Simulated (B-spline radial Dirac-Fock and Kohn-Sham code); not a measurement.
**Two-hole binding energies of Au³⁺**

System: gold as Au³⁺, configuration [Xe] 4f14 5d8, inside a Watson sphere of charge -3 and radius 2.4 Å (a model of the Madelung potential; inside it an electron's potential energy is raised by 18.0 eV).

The run's input, task.json:

```json
{"items": [{
  "Z": 79,
  "q": 3,
  "cfg": [[1, 0, 2], [2, 0, 2], [2, 1, 6], [3, 0, 2], [3, 1, 6], [3, 2, 10], [4, 0, 2], [4, 1, 6], [4, 2, 10], [4, 3, 14], [5, 0, 2], [5, 1, 6], [5, 2, 8]],
  "A": 197,
  "rrms": 5.4371,
  "watson": [-3, 2.4],
  "do": ["binding", "quiet", "double"]
}]}
```

Command: `python xray_run.py task.json out`

Calculated with a radial atomic solver, using ΔSCF Dirac-Fock with Breit, self-energy and vacuum polarisation, finite nucleus, configuration average. U is the two-hole binding energy less the two single-hole energies, the effective repulsion of the holes after relaxation. Each two-hole energy is an average over J within one jj subconfiguration.

```tsv
holes	E(a) (eV)	E(b) (eV)	E(ab) (eV)	U (eV)
1s⁻¹ 2p1/2⁻¹	80748.6	13763.0	94972.7	461.1
1s⁻¹ 3p1/2⁻¹	80748.6	3183.5	84069.9	137.8
2s⁻²	14390.3	14390.3	29025.4	244.7
2p1/2⁻¹ 2p3/2⁻¹	13763.0	11948.2	25977.2	266.0
2p3/2⁻²	11948.2	11948.2	24149.9	253.4
2s⁻¹ 3p1/2⁻¹	14390.3	3183.5	?	?
2p1/2⁻¹ 3s⁻¹	13763.0	3462.6	17324.8	99.3
2s⁻¹ 3p3/2⁻¹	14390.3	2778.6	17263.3	94.3
2p1/2⁻¹ 3p3/2⁻¹	13763.0	2778.6	16641.1	99.6
2p3/2⁻¹ 3s⁻¹	11948.2	3462.6	15507.4	96.6
2p3/2⁻¹ 3p1/2⁻¹	11948.2	3183.5	15237.8	106.1
3p3/2⁻²	2778.6	2778.6	5624.1	67.0
4f5/2⁻²	114.1	114.1	257.8	29.6
5p3/2⁻²	85.09	85.09	188.0	17.8
```

Q: Give the missing two-hole energy and U.

A: E(ab) = 17677.8 eV and U = 103.9 eV.
